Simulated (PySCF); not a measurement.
# The 9-electron isoelectronic series, spin-free X2C

All values are computed (PySCF 2.14, energy differences of UHF-based or UKS calculations, no spin-orbit coupling). Each ion has its own even-tempered basis scaled to its charge (19s12p6d5f4g for the first); frozen: nothing. Ionisation energies in eV, correlation energies of the ion in mhartree.

```json
{"ion": "Ru³⁵⁺", "configuration": "[He] 2s2 2p5 (2P)", "UHF": "4975.8", "LDA": "4973.9", "PBE": "4975.9", "PBE0": "4976.3", "r2SCAN": "4978.9", "MP2 (all electrons)": "4977.5", "E_corr MP2": "-348.1", "NIST (with spin-orbit, Breit and QED)": "4939 ± 8 (s)"}
{"ion": "Rh³⁶⁺", "configuration": "[He] 2s2 2p5 (2P)", "UHF": "5244.8", "LDA": "5242.8", "PBE": "5244.9", "PBE0": "5245.4", "r2SCAN": "5248.0", "MP2 (all electrons)": "5246.5", "E_corr MP2": "-349.6", "NIST (with spin-orbit, Breit and QED)": "5203 ± 8 (s)"}
{"ion": "Pd³⁷⁺", "configuration": "[He] 2s2 2p5 (2P)", "UHF": "5521.2", "LDA": "5519.1", "PBE": "5521.2", "PBE0": "5521.7", "r2SCAN": "5524.4", "MP2 (all electrons)": "5522.9", "E_corr MP2": "-350.5", "NIST (with spin-orbit, Breit and QED)": "5475 ± 9 (s)"}
{"ion": "Cd³⁹⁺", "configuration": "[He] 2s2 2p5 (2P)", "UHF": "6096.1", "LDA": "6093.7", "PBE": "6096.0", "PBE0": "6096.5", "r2SCAN": "6099.3", "MP2 (all electrons)": "6097.8", "E_corr MP2": "-353.3", "NIST (with spin-orbit, Breit and QED)": "6039 ± 9 (s)"}
{"ion": "In⁴⁰⁺", "configuration": "[He] 2s2 2p5 (2P)", "UHF": "6394.6", "LDA": "6392.1", "PBE": "6394.5", "PBE0": "6395.0", "r2SCAN": "6397.9", "MP2 (all electrons)": "6396.3", "E_corr MP2": "-354.4", "NIST (with spin-orbit, Breit and QED)": "6331 ± 10 (s)"}
{"ion": "Sn⁴¹⁺", "configuration": "[He] 2s2 2p5 (2P)", "UHF": "6700.6", "LDA": "6697.9", "PBE": "6700.4", "PBE0": "6700.9", "r2SCAN": "6703.9", "MP2 (all electrons)": "6702.3", "E_corr MP2": "-356.1", "NIST (with spin-orbit, Breit and QED)": "6631 ± 10 (s)"}
{"ion": "Sb⁴²⁺", "configuration": "[He] 2s2 2p5 (2P)", "UHF": "7014.1", "LDA": "7011.2", "PBE": "7013.8", "PBE0": "7014.4", "r2SCAN": "7017.4", "MP2 (all electrons)": "7015.8", "E_corr MP2": "-357.3", "NIST (with spin-orbit, Breit and QED)": "6929 ± 4 (t)"}
{"ion": "Te⁴³⁺", "configuration": "[He] 2s2 2p5 (2P)", "UHF": "7335.0", "LDA": "7332.0", "PBE": "7334.7", "PBE0": "7335.3", "r2SCAN": "7338.5", "MP2 (all electrons)": "7336.8", "E_corr MP2": "-359.4", "NIST (with spin-orbit, Breit and QED)": "7243 ± 4 (t)"}
{"ion": "I⁴⁴⁺", "configuration": "[He] 2s2 2p5 (2P)", "UHF": "7663.5", "LDA": "7660.4", "PBE": "7663.2", "PBE0": "7663.8", "r2SCAN": "7667.0", "MP2 (all electrons)": "7665.3", "E_corr MP2": "-359.9", "NIST (with spin-orbit, Breit and QED)": "7563 ± 4 (t)"}
```

**Question.** Interpolate the row of Ag³⁸⁺.

**Answer.** configuration [He] 2s2 2p5 (2P); UHF 5805.0; LDA 5802.7; PBE 5804.9; PBE0 5805.4; r2SCAN 5808.2; MP2 (all electrons) 5806.7; E_corr MP2 -352.0; NIST (with spin-orbit, Breit and QED) 5753 ± 9 (s).

Each ion has its own basis, which adds noise of up to about 0.1 % along the series.

NIST values marked (s) are semi-empirical, (t) theoretical. Open shells are high-spin determinants of the terms that Hund's rules give.

Spin-orbit coupling of the open shells is absent from the calculated values and included in NIST's; it grows fast with Z.

At high Z the X2C-1e correlation energies are inflated by the missing two-electron picture change in the 1s pairs.
